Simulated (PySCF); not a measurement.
Ga(Cl)2(OH) (Cl₂GaHO), SMILES [Cl][Ga]([OH])[Cl]. The structure is a stationary point at B3LYP-D3(BJ)/def2-SVP. One conformer was computed; it need not be the lowest.

These are B3LYP-D3(BJ)/def2-SVP in PySCF values and carry that method's errors.

Harmonic wavenumbers (cm⁻¹): 125, 155, 165, 346, 393, 460, 725, 834, 3833. Rotational constants (GHz): 4.143, 2.058, 1.375; symmetry number 1.

### Question
Work out the zero-point energy and the ideal-gas rigid-rotor harmonic-oscillator thermochemistry at 298.15 K and 1 atm.

### Answer
ZPE = ½ Σ hcν = ½ × 7037 cm⁻¹ = 10.06 kcal/mol. H − E(el) = 14.34 kcal/mol. Entropy in cal/(mol K): translation 41.07, rotation 27.71, vibration 11.52, total 80.30. G − E(el) = -9.60 kcal/mol. Cp = 19.44 cal/(mol K). Modes under 150 cm⁻¹ make the vibrational entropy uncertain.
